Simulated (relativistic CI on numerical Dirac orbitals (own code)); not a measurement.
## W³⁺ (5d3) in a crystal field

Calculated by Dirac-Coulomb-Breit CI, orbitals from a KLI potential per configuration, a model potential for QED, valence Slater integrals scaled by 0.9, one configuration in a parametric crystal field (own radial code). With so little scaling, terms lie 10 to 35 % too far apart, which can change the order of excited levels.

Field parameters in Wybourne normalisation: Td as Oh with Dq negative (B⁴₀ = 21Dq, B⁴₄ = √(5/14) B⁴₀). The field is a parameter set, without covalency.

S is read from ⟨S²⟩ = S(S + 1).

Levels (cm⁻¹, degeneracy): 0 (4), 5361 (2), 6579 (4), 7745 (4), 9198 (2), 17227 (2), 17234 (4), 17445 (2), 18790 (4), 21131 (2), 22768 (4), 23865 (2).

**Question.** Which field gives this pattern?
A. Td, 10Dq = -13100 cm⁻¹
B. Td, 10Dq = -5600 cm⁻¹
C. Td, 10Dq = -18050 cm⁻¹
D. Td, 10Dq = -8100 cm⁻¹

**Answer.** C. Td, 10Dq = -18050 cm⁻¹, ground level with S = 0.87.
